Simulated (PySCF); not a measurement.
PySCF input (M06-2X/6-31G* (5d)):

```python
from pyscf import gto, dft

mol = gto.M(
    atom='''
    F    -2.28438100    0.89211400   -0.55322800
    Si   -1.30877200   -0.21792500    0.19425600
    Si    1.07689900   -0.08226200   -0.54454400
    F     1.52699700   -1.39324400    0.41842200
    F     1.52588500    1.14490500    0.51496500
    H    -1.97530300   -1.52681900   -0.16646100
    H    -1.69497800   -0.06453100    1.64906800
    ''',
    basis='6-31g*',
    charge=-1,
    spin=0,
    verbose=4,
)

mf = dft.RKS(mol, xc='m062x')
mf.grids.level = 4
mf.conv_tol = 1e-9
mf.max_cycle = 100
mf.max_memory = 1500
mf.kernel()
if not mf.converged:
    mf = mf.newton()
    mf.kernel(mf.make_rdm1())
mf.dip_moment()
```

Output:

```
PySCF version 2.14.0

[INPUT] verbose = 4
[INPUT] num. atoms = 7
[INPUT] num. electrons = 58
[INPUT] charge = -1
[INPUT] spin (= nelec alpha-beta = 2S) = 0
[INPUT] symmetry False subgroup None
[INPUT] Mole.unit = angstrom
[INPUT] Symbol           X                Y                Z      unit          X                Y                Z       unit  Magmom
[INPUT]  1 F     -2.284381000000   0.892114000000  -0.553228000000 AA   -4.316854454160   1.685851131890  -1.045449404441 Bohr   0.0
[INPUT]  2 Si    -1.308772000000  -0.217925000000   0.194256000000 AA   -2.473220639499  -0.411818565696   0.367090638054 Bohr   0.0
[INPUT]  3 Si     1.076899000000  -0.082262000000  -0.544544000000 AA    2.035044173818  -0.155452650459  -1.029039022775 Bohr   0.0
[INPUT]  4 F      1.526997000000  -1.393244000000   0.418422000000 AA    2.885606123032  -2.632849584694   0.790702984493 Bohr   0.0
[INPUT]  5 F      1.525885000000   1.144905000000   0.514965000000 AA    2.883504747582   2.163556888645   0.973142813737 Bohr   0.0
[INPUT]  6 H     -1.975303000000  -1.526819000000  -0.166461000000 AA   -3.732781683032  -2.885269751782  -0.314565700421 Bohr   0.0
[INPUT]  7 H     -1.694978000000  -0.064531000000   1.649068000000 AA   -3.203044207163  -0.121945916544   3.116286880784 Bohr   0.0

nuclear repulsion = 282.945939264479
number of shells = 38
number of NR pGTOs = 191
number of NR cGTOs = 82
basis = 6-31g*
ecp = {}

******** <class 'pyscf.dft.rks.RKS'> ********
method = RKS
initial guess = minao
damping factor = 0
level_shift factor = 0
DIIS = <class 'pyscf.scf.diis.CDIIS'>
diis_start_cycle = 1
diis_space = 8
diis_damp = 0
SCF conv_tol = 1e-09
SCF conv_tol_grad = None
SCF max_cycles = 100
direct_scf = True
direct_scf_tol = 1e-13
XC library pyscf.dft.libxc version 7.1.2
    S. Lehtola, C. Steigemann, M. J. T. Oliveira, and M. A. L. Marques,  SoftwareX 7, 1–5 (2018)
XC functionals = m062x
    Y. Zhao and D. G. Truhlar,  Theor. Chem. Acc. 120, 215 (2008)
    Y. Zhao and D. G. Truhlar,  Theor. Chem. Acc. 120, 215 (2008)
radial grids:
    Treutler-Ahlrichs [JCP 102, 346 (1995); DOI:10.1063/1.469408] (M4) radial grids

becke partition: Becke, JCP 88, 2547 (1988); DOI:10.1063/1.454033
pruning grids: <function nwchem_prune>
grids dens level: 4
symmetrized grids: False
atomic radii adjust function: <function treutler_atomic_radii_adjust>
small_rho_cutoff = 0
Set gradient conv threshold to 3.16228e-05
Initial guess from minao.
tot grids = 175760
init E= -879.53059380081
  HOMO = -0.196915294806403  LUMO = -0.0481561660808127  gap/eV = 4.04794
cycle= 1 E= -879.567873276723  delta_E= -0.0373  |g|= 0.866  |ddm|= 2.38
  HOMO = -0.0283874099022126  LUMO = 0.189530703634029  gap/eV = 5.92985
cycle= 2 E= -879.532596840533  delta_E= 0.0353  |g|= 1.03  |ddm|= 1.32
  HOMO = -0.0353613311299239  LUMO = 0.195058950796112  gap/eV = 6.27006
cycle= 3 E= -879.697491794803  delta_E= -0.165  |g|= 0.0256  |ddm|= 0.679
  HOMO = -0.0441562697594371  LUMO = 0.191426488808291  gap/eV = 6.41053
cycle= 4 E= -879.697801774688  delta_E= -0.00031  |g|= 0.0103  |ddm|= 0.0768
  HOMO = -0.041640022157543  LUMO = 0.192768829036108  gap/eV = 6.37859
cycle= 5 E= -879.697839838907  delta_E= -3.81e-05  |g|= 0.00451  |ddm|= 0.0214
  HOMO = -0.041503269608564  LUMO = 0.192808599445529  gap/eV = 6.37595
cycle= 6 E= -879.697844710716  delta_E= -4.87e-06  |g|= 0.00152  |ddm|= 0.00606
  HOMO = -0.0416722157670861  LUMO = 0.192715042884017  gap/eV = 6.37800
cycle= 7 E= -879.697845573102  delta_E= -8.62e-07  |g|= 0.00028  |ddm|= 0.00327
  HOMO = -0.0416493147587986  LUMO = 0.192716603158245  gap/eV = 6.37742
cycle= 8 E= -879.697845652635  delta_E= -7.95e-08  |g|= 9.35e-05  |ddm|= 0.0013
  HOMO = -0.0416436376239546  LUMO = 0.192722879075913  gap/eV = 6.37744
cycle= 9 E= -879.697845656246  delta_E= -3.61e-09  |g|= 4.76e-05  |ddm|= 0.000205
  HOMO = -0.0416422817113964  LUMO = 0.192723917286092  gap/eV = 6.37743
cycle= 10 E= -879.697845657143  delta_E= -8.97e-10  |g|= 9.68e-06  |ddm|= 0.000111
  HOMO = -0.0416434222288906  LUMO = 0.192722461168579  gap/eV = 6.37742
Extra cycle  E= -879.697845657211  delta_E= -6.75e-11  |g|= 7.34e-06  |ddm|= 3.43e-05
converged SCF energy = -879.697845657211

WARN: System has nonzero charge -1; the dipole moment is origin-dependent.
Location of origin: [0. 0. 0.]

Dipole moment(X, Y, Z, Debye): -1.12432, -0.12157,  0.64536
```

The dipole moment of an ion depends on the origin.

The geometry given is a B3LYP-D3(BJ)/def2-TZVP minimum.
